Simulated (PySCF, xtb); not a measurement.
HNP, SMILES P#[NH+], charge +1.

xtb with GFN2-xTB at its own geometry gives an orbital gap of 4.97 eV.

The structure is a stationary point at ωB97X-D3(BJ)/def2-TZVPD. The isomer is the one that the SMILES or the coordinates give; other isomers of the formula were not compared.

Q: What does PySCF with PBE0/def2-TZVPD give? (The exact figures need the calculation; the answer reports its results.)

A: gap 8.06 eV (levels -17.73 and -9.67 eV).
